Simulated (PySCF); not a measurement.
## Gas-phase thermal properties of FeCl3

Method: PySCF energies (xtb for GFN2) plus ideal-gas RRHO corrections (1 bar). 'Table' is the NASA 1993 thermochemical table (part measured, part estimated). 6-31G* has spherical d functions here. Open shells (unrestricted): FeCl3 (multiplicity 6). GFN2 has no spin-polarisation term. B3LYP is the form with VWN-RPA correlation. The harmonic model lacks anharmonicity and excited electronic states, which grow with temperature; levels with a mode under 35 cm⁻¹ are left out. Soft modes under 120 cm⁻¹ make the harmonic entropy rough for FeCl3. The table's entry may be an old estimate for FeCl3 (not checked at source). Warning, point group unlike the PBE0 one: FeCl3 (GFN2-xTB). FeCl3: several close states are possible; one was followed.

| level | point group | σ | ZPE (kJ/mol) | S°298 (J/mol/K) | Cp298 (J/mol/K) | S°1000 (J/mol/K) | H1000 − H298 (kJ/mol) |
|---|---|---|---|---|---|---|---|
| table | - | - | - | 344.2 | 77.8 | 442.2 | 57.1 |
| B3LYP/6-31G* | D3h | 6 | 9.4 | 347.2 | 75.5 | 444.1 | 56.6 |
| GFN2-xTB | C3v | 3 | 8.0 | 355.0 | 77.7 | 453.0 | 57.1 |
| PBE/def2-SVP | D3h | 6 | 9.0 | 349.8 | 76.0 | 446.8 | 56.7 |
| PBE0/def2-TZVP | D3h | 6 | 9.6 | 346.1 | 75.2 | 442.7 | 56.5 |
σ: rotational symmetry number. Electronic degeneracy used: 6. Frequencies are unscaled.
